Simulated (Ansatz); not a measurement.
The cluster Ca₂Si⁻, relaxed as a doublet with UKS B3LYP-D4/def2-TZVPD in Ansatz, starting from packed atoms. Force threshold 0.02 eV/Å.

The highest occupied level of the charge -1 doublet lies above zero (up to 0.09 eV). It is a level of β spin, whose loss leaves a triplet; that state wasn't run at this geometry and level. The electron is either unbound and held by the finite basis, or the level is raised by self-interaction error. The relaxation made no stability test and no search for a lower SCF solution. The structure comes from a short search, and lower isomers may exist.

Start:

```tsv
atom	x (Å)	y (Å)	z (Å)
Ca1	0.7956	-0.1211	1.7073
Ca2	0.3695	-0.9086	-1.5386
Si3	-1.1651	1.0297	-0.1687
```

(1) Estimate the energy that the relaxation releases and the steps that it takes.

(2) Does the start keep its bonding and symmetry?

(3) Predict the relaxed structure.

Answers

(1) 3.0 kcal/mol, in 4 steps; 13 s on 4 threads of Arm Neoverse V1 on a shared host. No frequencies were taken in this run, so the end may be a saddle point.

(2) By distances, no bond broke or formed. The bond that changes most is Ca1–Ca2, from 3.37 to 3.66 Å (atoms count from 1). The end is the same structure that another start reached. Point group Cs at the start, C2v at the end, both within 0.05 Å.

(3) 
Cartesian coordinates in Å:
```
Ca 0.718 -0.009 1.815
Ca 0.298 -0.902 -1.705
Si -1.016 0.912 -0.110
```
Bond lengths (bridged metal pairs left out): 2 × Ca–Si 2.75 Å; 1 × Ca–Ca 3.66 Å.
